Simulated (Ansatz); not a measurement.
Total energies of `[F][Ga-]([F])([F])[PH3+]`.

Cartesian coordinates in Å:
```
F -1.863 0.746 1.334
Ga -1.062 0.840 -0.223
F -1.832 0.013 -1.564
F -0.209 2.328 -0.589
P 0.868 -0.686 0.182
H 0.949 -1.300 1.445
H 2.157 -0.135 0.076
H 0.991 -1.804 -0.661
```

Charge 0, multiplicity 1. Correlated methods include outer-core shells of Ga, which these sets cover unevenly. Scalar relativity is left out up to krypton. The geometry is a stationary point of PBE0-D4/def2-TZVP. It is one conformer, not always the lowest. Basis def2-TZVPP, Ansatz.

RPA on PBE orbitals: Hartree–Fock energy of these orbitals -2564.25027 Eh, correlation -1.76083 Eh (frozen core).

```tsv
functional	energy without D4 (Eh)	D4 term (kJ/mol)
LDA (SPW92)	-2561.60871	–
PBE	-2567.08311	-16.4
revPBE	-2567.50725	-43.4
BLYP	-2567.86576	-35.2
r2SCAN	-2567.66817	-3.9
B97M-V	-2567.25424	–
PBE0	-2567.15223	-14.0
B3LYP	-2567.89627	-26.7
r2SCANh	-2567.63824	-4.2
r2SCAN0	-2567.59553	-4.7
HSE06 (plane-wave form)	-2567.13265	-13.2
BHLYP	-2567.68963	-22.5
CAM-B3LYP	-2567.88869	-14.4
LC-ωPBE	-2567.31684	–
ωB97X-V	-2567.49442	–
ωB97M-V	-2567.61985	–
B2PLYP	-2567.18329	–
PBE-QIDH	-2566.70403	–
```

B3LYP takes the VWN-RPA correlation (the form of Gaussian; ORCA's B3LYP/G). HSE06 is the plane-wave form, built on full-range PBE exchange. The double hybrids freeze the cores in their second-order part.

LC-ωPBE has ω = 0.4 bohr⁻¹.
